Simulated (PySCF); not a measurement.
## Adding and removing an electron: MgGe

ROHF-MP2; Mg def2-SVPD, Ge def2-SVPD; no relativity (PySCF 2.14). Neutral (ROHF): triplet (π ↑↑), Re = 2.600 Å, ωe = 253 cm⁻¹, De = 0.82 eV.

MgGe⁺ (UHF): doublet (π ↑), Re = 2.784 Å, ωe = 227 cm⁻¹, De = 1.34 eV to Mg⁺ + Ge. The energies at the minima are -2274.82367 hartree for MgGe and -2274.58041 for MgGe⁺.

(1) Work out the adiabatic ionisation energy, without and with harmonic zero-point energies (1 hartree = 27.2114 eV, 1 eV = 8065.5 cm⁻¹), and the change of the bond length.

Correlated steps freeze 10 core orbitals. UHF and ROHF references stand side by side, which adds small steps between rows. Correlated levels converge slowly with the basis: in double zeta they bind strong bonds too weakly, by up to about 1 eV, and carry superposition errors of some tenths. Spin–orbit coupling is left out. For an ion De counts to the pair picked by the measured ionisation energies or electron affinities, which need not be the lowest pair at this level. States were picked by a PBE0 search and need not be the measured ground states.

Neutral and ion stand on different kinds of reference determinant, which adds to the error of the difference.

Answers

(1) At MP2: 0.24326 hartree = 6.619 eV between the minima; the zero-point term (227.0 − 253.0)/2 cm⁻¹ = -0.002 eV makes it 6.618 eV. Re changes by +18.4 pm against the neutral. The electron leaves a π orbital, and the longer bond of the ion fits a bonding orbital, or a change in how ionic the bond is.
